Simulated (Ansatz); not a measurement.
A nudged elastic band was laid between two geometries of H2 + H2O2Zn (7 atoms, charge 0, multiplicity 1).

Method: Ansatz 0.2.0, RKS B3LYP/def2-SVP.

```json
{
  "movable images": "7",
  "climbing image": "yes",
  "spring": "5.0 eV/Å²",
  "optimiser": "quadratic models (default)",
  "start path": "through a guess of the saddle point",
  "force threshold": "0.05 eV/Å",
  "iteration limit": "60",
  "end points": "relaxed"
}
```

Image 0:

```xyz
7
Properties=species:S:1:pos:R:3
Zn -0.521 -0.016 -0.198
O -0.218 0.306 1.528
H -0.474 -0.419 2.113
O -0.903 -0.186 -1.922
H -0.149 -0.457 -2.463
H 2.661 -0.801 1.938
H 1.982 -0.468 1.832
```

Image 8:

```xyz
7
Properties=species:S:1:pos:R:3
Zn 1.346 -0.290 0.016
O -0.052 0.045 1.705
H -0.689 -0.043 0.948
O -0.338 -0.409 -0.712
H -0.512 -0.333 -1.655
H 2.863 -0.314 0.227
H -0.240 -0.696 2.298
```

Question: What changes between the two ends?

Answer: Bonds broken: H6–H7. Bonds formed: Zn1–H6, O2–H7. H2 + H2O2Zn becomes H4O2Zn.

Question: Give the energies along the band, and the barrier.

Answer: The run converged. The highest image is number 3 of 0 to 8, 20.3 kcal/mol above the first end and 34.9 kcal/mol above the last; the last end lies 14.6 kcal/mol below the first. A vibrational analysis at the climbing image gives one clearly imaginary mode, 1201i cm⁻¹: a first-order saddle point. The orbitals stay closed-shell, which can raise the energy where a bond breaks towards radicals; this wasn't checked here.

```tsv
image	path coordinate (Å)	energy (kcal/mol)	H6–H7 (Å)	Zn1–H6 (Å)	O2–H7 (Å)
0	0.00	0.0	0.76	3.91	2.35
1	0.80	0.2	0.76	3.46	2.37
2	1.60	3.5	0.77	2.63	1.99
3	2.40	20.3	1.00	1.90	1.31
4	3.14	-1.8	1.75	1.58	0.98
5	3.88	-7.0	2.45	1.55	0.97
6	4.61	-9.5	3.01	1.54	0.97
7	5.35	-12.3	3.43	1.54	0.97
8	6.09	-14.6	3.75	1.53	0.97
```

Question: What is the geometry of the highest image?

Answer: 
```xyz
7
Properties=species:S:1:pos:R:3
Zn 0.234 -0.204 -0.011
O 0.047 0.178 1.889
H -0.535 -0.360 2.448
O -0.547 -0.280 -1.623
H 0.076 -0.504 -2.328
H 1.878 -0.563 0.873
H 1.226 -0.306 1.580
```

Question: What are the harmonic wavenumbers there?

Answer: 1201i, 143, 164, 227, 392, 532, 673, 705, 729, 797, 1326, 1642, 1834, 3788, 3832 cm⁻¹.

The band took 15 iterations and about 9 core-minutes.

Time of the run: 8.9 min on 1 thread of Arm Neoverse N1, with other jobs on the host, peak memory 0.16 GiB.
